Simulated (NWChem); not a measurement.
System: MgCl, doublet; SMILES [Mg][Cl]

Input file for NWChem:

```
start job
memory heap 200 mb stack 900 mb global 1100 mb
geometry units angstroms noautoz
  Mg     0.000000     0.000000    -1.291708
  Cl     0.000000     0.000000     0.918811
end
basis spherical
  * library 6-31+g*
end
dft
  odft
  mult 2
  xc b3lyp
  iterations 150
  mulliken
end
task dft energy
```

Output (shortened):

```
             Northwest Computational Chemistry Package (NWChem) 7.3.0
             --------------------------------------------------------

 ORDER OF PRIMARY AXIS IS BEING SET TO 4
 C4V symmetry detected

                             Geometry "geometry" -> ""
                             -------------------------

 Output coordinates in angstroms (scale by  1.889725989 to convert to a.u.)

  No.       Tag          Charge          X              Y              Z
 ---- ---------------- ---------- -------------- -------------- --------------
    1 Mg                  12.0000     0.00000000     0.00000000    -1.29582148
    2 Cl                  17.0000     0.00000000     0.00000000     0.91469752

 Effective nuclear repulsion energy (a.u.)      48.8356620305

      Symmetry information
      --------------------

 Group name             C4v
 Group number             18
 Group order               8
 No. of unique centers     2

                                 NWChem DFT Module
                                 -----------------

 Summary of "ao basis" -> "ao basis" (spherical)
 ------------------------------------------------------------------------------
       Tag                 Description            Shells   Functions and Types
 ---------------- ------------------------------  ------  ---------------------
 Mg                         6-31+g*                 10       22   5s4p1d
 Cl                         6-31+g*                 10       22   5s4p1d

      Symmetry analysis of basis
      --------------------------

        a1         20
        a2          0
        b1          2
        b2          2
        e          20

            General Information
            -------------------
          SCF calculation type: DFT
          Wavefunction type:  spin polarized.
          No. of atoms     :     2
          No. of electrons :    29
           Alpha electrons :    15
            Beta electrons :    14
          Charge           :     0
          Spin multiplicity:     2
          Use of symmetry is: on ; symmetry adaption is: on
          Maximum number of iterations: 150
          AO basis - number of functions:    44
                     number of shells:    20
          Convergence on energy requested:  1.00D-06
          Convergence on density requested:  1.00D-05
          Convergence on gradient requested:  5.00D-04

              XC Information
              --------------
                         B3LYP Method XC Potential
                     Hartree-Fock (Exact) Exchange  0.200
                        Slater Exchange Functional  0.800 local
                    Becke 1988 Exchange Functional  0.720 non-local
              Lee-Yang-Parr Correlation Functional  0.810
                  VWN I RPA Correlation Functional  0.190 local

             Grid Information
             ----------------
          Grid used for XC integration:  medium
          Radial quadrature: Mura-Knowles
          Angular quadrature: Lebedev.
          Tag              B.-S. Rad. Rad. Pts. Rad. Cut. Ang. Pts.
          ---              ---------- --------- --------- ---------
          Mg                  1.50       88          13.0       590
          Cl                  1.00       88          13.0       590
          Grid pruning is: on
          Number of quadrature shells:   176
          Spatial weights used:  Erf1

      Superposition of Atomic Density Guess
      -------------------------------------

 Sum of atomic energies:        -659.04657493

      Non-variational initial energy
      ------------------------------

 Total energy =    -659.140667
 1-e energy   =   -1011.599289
 2-e energy   =     303.622960
 HOMO         =      -0.171286
 LUMO         =       0.025998

   Symmetry analysis of molecular orbitals - initial alpha
   -------------------------------------------------------

 !! scf_movecs_sym_adapt:    4 vectors were symmetry contaminated

  Symmetry fudging

 !! scf_movecs_sym_adapt:    2 vectors were symmetry contaminated

  Numbering of irreducible representations:

     1 a1          2 a2          3 b1          4 b2          5 e

  Orbital symmetries:

     1 a1          2 a1          3 a1          4 a1          5 e
     6 e           7 a1          8 a1          9 e          10 e
    11 a1         12 a1         13 e          14 e          15 a1
    16 e          17 e          18 a1         19 a1         20 e
    21 e          22 a1         23 a1         24 e          25 e

   Symmetry analysis of molecular orbitals - initial beta
   ------------------------------------------------------

 !! scf_movecs_sym_adapt:    4 vectors were symmetry contaminated

  Symmetry fudging

 !! scf_movecs_sym_adapt:    2 vectors were symmetry contaminated

  Numbering of irreducible representations:

     1 a1          2 a2          3 b1          4 b2          5 e

  Orbital symmetries:

     1 a1          2 a1          3 a1          4 a1          5 e
     6 e           7 a1          8 a1          9 e          10 e
    11 a1         12 a1         13 e          14 e          15 a1
    16 e          17 e          18 a1         19 a1         20 e
    21 e          22 a1         23 a1         24 e          25 e

     ---------------------------------------------
      Total Density - Mulliken Population Analysis
     ---------------------------------------------

    Atom       Charge   Shell Charges
 -----------   ------   -------------------------------------------------------
    1 Mg  12    11.54   2.00  2.00  5.97  0.59  0.19  0.66  0.01  0.04  0.00  0.07
    2 Cl  17    17.46   2.00  2.00  5.98  1.39  3.82  0.56  1.80 -0.09 -0.01  0.00

     --------------------------------------------
      Spin Density - Mulliken Population Analysis
     --------------------------------------------

    Atom       Charge   Shell Charges
 -----------   ------   -------------------------------------------------------
    1 Mg  12     0.96   0.00  0.00  0.00  0.34  0.04  0.54  0.00  0.04  0.00  0.01
    2 Cl  17     0.04   0.00  0.00  0.00  0.01  0.08 -0.01  0.01 -0.03 -0.02  0.00

   convergence    iter        energy       DeltaE   RMS-Dens  Diis-err
 ---------------- ----- ----------------- --------- --------- ---------
 d= 0,ls=0.0,diis     1   -660.2903574988 -7.09D+02  1.50D-02  4.68D-02
                                                     1.00D-02  4.24D-02
 d= 0,ls=0.0,diis     2   -660.2856797588  4.68D-03  5.87D-03  5.27D-02
                                                     6.65D-03  5.50D-02
 d= 0,ls=0.0,diis     3   -660.3252490670 -3.96D-02  1.41D-03  1.95D-03
                                                     8.53D-04  1.74D-03
 d= 0,ls=0.0,diis     4   -660.3265885303 -1.34D-03  4.31D-04  5.11D-05
                                                     2.41D-04  5.32D-05
 d= 0,ls=0.0,diis     5   -660.3266330211 -4.45D-05  1.93D-04  6.12D-06
                                                     7.37D-05  3.26D-06
  Resetting Diis
 d= 0,ls=0.0,diis     6   -660.3266389769 -5.96D-06  2.98D-05  3.40D-08
                                                     2.06D-05  1.10D-07
 d= 0,ls=0.0,diis     7   -660.3266391364 -1.60D-07  5.94D-06  8.20D-09
                                                     1.94D-06  2.33D-09

         Total DFT energy =     -660.326639136437
      One electron energy =    -1012.811867704444
           Coulomb energy =      348.460871832014
    Exchange-Corr. energy =      -44.811305294480
 Nuclear repulsion energy =       48.835662030473

 Numeric. integr. density =       28.999999963112

                  Occupations of the irreducible representations
                  ----------------------------------------------

                     irrep           alpha         beta
                     --------     --------     --------
                     a1                9.0          8.0
                     a2                0.0          0.0
                     b1                0.0          0.0
                     b2                0.0          0.0
                     e                 6.0          6.0

                    DFT Final Alpha Molecular Orbital Analysis
                    ------------------------------------------

 Vector   13  Occ=1.000000D+00  E=-2.975511D-01  Symmetry=e
              MO Center= -1.5D-16, -1.8D-16,  8.3D-01, r^2= 1.4D+00
   Bfn.  Coefficient  Atom+Function         Bfn.  Coefficient  Atom+Function
  ----- ------------  ---------------      ----- ------------  ---------------
    30      0.698811  2 Cl py                34      0.359703  2 Cl py
    26     -0.274236  2 Cl py                 8      0.095668  1 Mg py
    38      0.053317  2 Cl py                19      0.049193  1 Mg d -1
     4     -0.041215  1 Mg py                29     -0.034491  2 Cl px

 Vector   14  Occ=1.000000D+00  E=-2.975511D-01  Symmetry=e
              MO Center= -2.8D-17, -1.3D-16,  8.3D-01, r^2= 1.4D+00
   Bfn.  Coefficient  Atom+Function         Bfn.  Coefficient  Atom+Function
  ----- ------------  ---------------      ----- ------------  ---------------
    29      0.698811  2 Cl px                33      0.359703  2 Cl px
    25     -0.274236  2 Cl px                 7      0.095668  1 Mg px
    37      0.053317  2 Cl px                21     -0.049193  1 Mg d  1
     3     -0.041215  1 Mg px                30      0.034491  2 Cl py

 Vector   15  Occ=1.000000D+00  E=-2.075058D-01  Symmetry=a1
              MO Center= -6.9D-17,  1.2D-16, -1.8D+00, r^2= 3.4D+00
   Bfn.  Coefficient  Atom+Function         Bfn.  Coefficient  Atom+Function
  ----- ------------  ---------------      ----- ------------  ---------------
     6      0.537477  1 Mg s                 10      0.425830  1 Mg s
     9     -0.326499  1 Mg pz                31      0.257197  2 Cl pz
     2     -0.201725  1 Mg s                 35      0.119556  2 Cl pz
    13     -0.115064  1 Mg pz                 5      0.113411  1 Mg pz
    27     -0.098202  2 Cl pz                28     -0.064653  2 Cl s

 Vector   16  Occ=0.000000D+00  E=-4.726316D-02  Symmetry=e
              MO Center=  4.2D-16,  4.0D-15, -1.6D+00, r^2= 6.8D+00
   Bfn.  Coefficient  Atom+Function         Bfn.  Coefficient  Atom+Function
  ----- ------------  ---------------      ----- ------------  ---------------
    12      0.619723  1 Mg py                 8      0.468980  1 Mg py
    38     -0.217320  2 Cl py                16      0.200359  1 Mg py
    30     -0.163490  2 Cl py                 4     -0.156081  1 Mg py
    34     -0.096968  2 Cl py                19     -0.072742  1 Mg d -1
    26      0.060264  2 Cl py

 Vector   17  Occ=0.000000D+00  E=-4.726316D-02  Symmetry=e
              MO Center= -7.3D-15, -5.7D-16, -1.6D+00, r^2= 6.8D+00
   Bfn.  Coefficient  Atom+Function         Bfn.  Coefficient  Atom+Function
  ----- ------------  ---------------      ----- ------------  ---------------
    11      0.619723  1 Mg px                 7      0.468980  1 Mg px
    37     -0.217320  2 Cl px                15      0.200359  1 Mg px
    29     -0.163490  2 Cl px                 3     -0.156081  1 Mg px
    33     -0.096968  2 Cl px                21      0.072742  1 Mg d  1
    25      0.060264  2 Cl px

 Vector   18  Occ=0.000000D+00  E=-6.520807D-03  Symmetry=a1
              MO Center= -2.8D-16, -4.1D-16, -1.4D+00, r^2= 1.6D+01
   Bfn.  Coefficient  Atom+Function         Bfn.  Coefficient  Atom+Function
  ----- ------------  ---------------      ----- ------------  ---------------
    36     -1.082727  2 Cl s                 10      1.014944  1 Mg s
    13      0.869236  1 Mg pz                17      0.682134  1 Mg pz
    39      0.293236  2 Cl pz                28     -0.183866  2 Cl s
     9      0.159138  1 Mg pz                14      0.141067  1 Mg s
    32     -0.117428  2 Cl s                 20     -0.105846  1 Mg d  0

                     DFT Final Beta Molecular Orbital Analysis
                     -----------------------------------------

 Vector   12  Occ=1.000000D+00  E=-3.360865D-01  Symmetry=a1
              MO Center= -1.7D-16, -1.1D-16,  7.2D-01, r^2= 1.6D+00
   Bfn.  Coefficient  Atom+Function         Bfn.  Coefficient  Atom+Function
  ----- ------------  ---------------      ----- ------------  ---------------
    31      0.648050  2 Cl pz                 6     -0.294991  1 Mg s
    27     -0.257015  2 Cl pz                35      0.237743  2 Cl pz
     9     -0.187358  1 Mg pz                32      0.144279  2 Cl s
     2      0.124536  1 Mg s                 28      0.114398  2 Cl s
    10     -0.092711  1 Mg s                 36      0.091801  2 Cl s

 Vector   13  Occ=1.000000D+00  E=-2.963256D-01  Symmetry=e
              MO Center= -3.5D-17,  2.4D-16,  8.4D-01, r^2= 1.4D+00
   Bfn.  Coefficient  Atom+Function         Bfn.  Coefficient  Atom+Function
  ----- ------------  ---------------      ----- ------------  ---------------
    30      0.695657  2 Cl py                34      0.359880  2 Cl py
    26     -0.273167  2 Cl py                 8      0.088309  1 Mg py
    29      0.065492  2 Cl px                38      0.055365  2 Cl py
    19      0.051908  1 Mg d -1               4     -0.039276  1 Mg py
    33      0.033880  2 Cl px                25     -0.025717  2 Cl px

 Vector   14  Occ=1.000000D+00  E=-2.963256D-01  Symmetry=e
              MO Center=  1.3D-16, -9.1D-17,  8.4D-01, r^2= 1.4D+00
   Bfn.  Coefficient  Atom+Function         Bfn.  Coefficient  Atom+Function
  ----- ------------  ---------------      ----- ------------  ---------------
    29      0.695657  2 Cl px                33      0.359880  2 Cl px
    25     -0.273167  2 Cl px                 7      0.088309  1 Mg px
    30     -0.065492  2 Cl py                37      0.055365  2 Cl px
    21     -0.051908  1 Mg d  1               3     -0.039276  1 Mg px
    34     -0.033880  2 Cl py                26      0.025717  2 Cl py

 Vector   15  Occ=0.000000D+00  E=-1.194829D-01  Symmetry=a1
              MO Center= -7.5D-17, -1.5D-16, -1.7D+00, r^2= 4.1D+00
   Bfn.  Coefficient  Atom+Function         Bfn.  Coefficient  Atom+Function
  ----- ------------  ---------------      ----- ------------  ---------------
    10      0.619025  1 Mg s                  6      0.479233  1 Mg s
    31      0.234689  2 Cl pz                 2     -0.210724  1 Mg s
     9     -0.194294  1 Mg pz                35      0.140493  2 Cl pz
    36     -0.116852  2 Cl s                 28     -0.093250  2 Cl s
    27     -0.089286  2 Cl pz                39      0.087481  2 Cl pz

 Vector   16  Occ=0.000000D+00  E=-2.518495D-02  Symmetry=e
              MO Center= -2.7D-15,  3.6D-15, -1.5D+00, r^2= 9.3D+00
   Bfn.  Coefficient  Atom+Function         Bfn.  Coefficient  Atom+Function
  ----- ------------  ---------------      ----- ------------  ---------------
    12      0.484871  1 Mg py                 8      0.314128  1 Mg py
    11     -0.312747  1 Mg px                16      0.301671  1 Mg py
     7     -0.202615  1 Mg px                15     -0.194580  1 Mg px
    38     -0.157232  2 Cl py                30     -0.140346  2 Cl py
     4     -0.111260  1 Mg py                37      0.101416  2 Cl px

 Vector   17  Occ=0.000000D+00  E=-2.518495D-02  Symmetry=e
              MO Center= -1.0D-15, -5.7D-16, -1.5D+00, r^2= 9.3D+00
   Bfn.  Coefficient  Atom+Function         Bfn.  Coefficient  Atom+Function
  ----- ------------  ---------------      ----- ------------  ---------------
    11      0.484871  1 Mg px                 7      0.314128  1 Mg px
    12      0.312747  1 Mg py                15      0.301671  1 Mg px
     8      0.202615  1 Mg py                16      0.194580  1 Mg py
    37     -0.157232  2 Cl px                29     -0.140346  2 Cl px
     3     -0.111260  1 Mg px                38     -0.101416  2 Cl py

     ---------------------------------------------
      Total Density - Mulliken Population Analysis
     ---------------------------------------------

[...]
```

Level: B3LYP/6-31+G* (spherical d), spin-unrestricted. Structure relaxed at the PBE0-D3(BJ)/def2-TZVP, spin-unrestricted level. The spin multiplicity was typed, not searched, and may not be the lowest. No stability test was run on the SCF state. B3LYP is NWChem's, with the RPA form of VWN correlation.
